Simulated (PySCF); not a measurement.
PySCF job for H6PSi2, SMILES [SiH3][P][SiH3], multiplicity 2, B3LYP/pcH-1. Geometry optimised at B3LYP-D3(BJ)/def2-SVP. The isomer is the one that the SMILES or the coordinates give; other isomers of the formula were not compared.

```python
import numpy as np
from pyscf import gto, scf, dft
from pyscf.prop.hfc import uks as hfc
from pyscf.prop.gtensor import uks as gtensor

mol = gto.M(
    atom='''
    Si    1.67132761   -0.00085370    0.42862750
    P     0.00000000    0.00000000   -1.10922489
    Si   -1.67132761    0.00085370    0.42862750
    H     1.76117855    1.35063412    1.05921094
    H     2.96405130   -0.31051919   -0.24494039
    H     1.42587782   -1.00873834    1.50413114
    H    -1.42587782    1.00873835    1.50413113
    H    -2.96405129    0.31051918   -0.24494040
    H    -1.76117856   -1.35063412    1.05921094
    ''',
    basis='pcH-1',
    charge=0,
    spin=1,
    max_memory=1600,
    verbose=3,
)
mf = dft.UKS(mol, xc='b3lyp').density_fit(auxbasis='def2-universal-jkfit')
mf.grids.level = 3
mf.conv_tol = 1e-10
mf.max_cycle = 100
mf.kernel()
fine, coarse = mf.grids, dft.Grids(mol).set(level=1).build(with_non0tab=True)
for _ in range(3):  # follow internal instabilities
    mf.grids = coarse
    mo, _, stable, _ = mf.stability(return_status=True, nroots=4)
    mf.grids = fine
    if stable:
        break
    mf.kernel(mf.make_rdm1(mo, mf.mo_occ))
A = hfc.HFC(mf).make_fcdip(mf.make_rdm1())  # Fermi contact and dipolar terms, MHz
print('atom   A(iso)/MHz   principal dipolar parts/MHz')
for i, a in enumerate(A):
    w = np.linalg.eigvalsh((a + a.T) / 2)
    print(f'{mol.atom_symbol(i):2s}{i + 1:3d} {w.mean():12.2f}', (w - w.mean()).round(2))
gt = gtensor.GTensor(mf)
gt.dia_soc2e, gt.para_soc2e, gt.so_eff_charge = None, None, True
gt.max_cycle_cphf = 60
g = gt.kernel()
```

Output:

```

WARN: HOMO -0.221291601202503 >= LUMO -0.221291601202493

converged SCF energy = -923.952672794944  <S^2> = 0.75336633  2S+1 = 2.0033635
<class 'pyscf.df.df_jk.DFUKS'> wavefunction is stable in the internal stability analysis
atom   A(iso)/MHz   principal dipolar parts/MHz
Si  1        28.98 [-1.85 -0.1   1.95]
P   2        80.28 [-303.21 -291.02  594.23]
Si  3        28.98 [-1.85 -0.1   1.95]
H   4        57.08 [-2.42 -1.1   3.52]
H   5         0.63 [-2.1  -1.65  3.75]
H   6        33.94 [-2.11 -1.37  3.48]
H   7        33.94 [-2.11 -1.37  3.48]
H   8         0.63 [-2.1  -1.65  3.75]
H   9        57.08 [-2.42 -1.1   3.52]
SOC(1e)/OZ [2.41505356e-02 2.54038313e-05 1.25867189e-02]
free electron g 2.00231930436182
g-tensor total [2.0264636  2.00225583 2.0149341 ]
g-shift (ppt) [24.14429673 -0.06346998 12.61479738]
```

Self-consistency was reached.
